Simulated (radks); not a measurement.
Numerical settings for the chlorine ion Cl3+, [Ne] 3s2 3p2. Method: scalar-relativistic Kohn-Sham, PBE, spin-unpolarised, spherical densities, finite nucleus; Fermi nuclear charge, rms radius 3.3654 fm; computed with a radial shooting solver on a logarithmic mesh with Libxc functionals. The defaults (mesh step 0.008 in ln r, mesh end at 40 bohr or more with all orbitals vanishing there, Anderson mixing 0.5 over 9 steps, residual threshold near 1e-9 with the energy settled to 1e-9 hartree or 1e-11 of itself, here a cap of 98 iterations) give E = -458.5800 hartree and 3p at -45.114 eV in 15 iterations. Run on one thread of a shared host, so times are rough (Arm Neoverse N1): 0.08 s of CPU time, 0.08 s wall, 15 iterations on 2189 mesh points. Changes against that run (0 stands for a change within the tolerance of the run):

| setting | iterations | converged | E (mhartree) | e(3p) (meV) | CPU (s) |
|---|---|---|---|---|---|
| mesh step in ln r 0.005 | 16 | yes | 0 | 0 | 0.12 |
| mesh step in ln r 0.12 | 98 | no | -2.17e+06 | - | 0.22 |
| mesh step in ln r 0.02 | 14 | yes | 0 | 0 | 0.04 |
| mesh end (bohr) 5 | 15 | yes | +0.633 | +25.7 | 0.07 |
| mesh end (bohr) 20 | 15 | yes | 0 | 0 | 0.08 |
| residual threshold 0.1 | 8 | yes | 0 | -1.01 | 0.05 |
| residual threshold 0.001 | 8 | yes | 0 | -1.01 | 0.05 |
| mixing 0.01 | 21 | yes | 0 | 0 | 0.11 |
| linear mixing, mixing 0.8 | 87 | no | diverged | - | 0.29 |
| linear mixing, mixing 0.05 | 98 | no | +0.0118 | -57.7 | 0.43 |
| mixing history 20 | 21 | yes | 0 | 0 | 0.1 |
| iteration cap 8 | 8 | no | 0 | +0.0396 | 0.04 |

No run marked as converged misses the energy by more than 1 mhartree. A mesh that ends early acts as a hard wall.
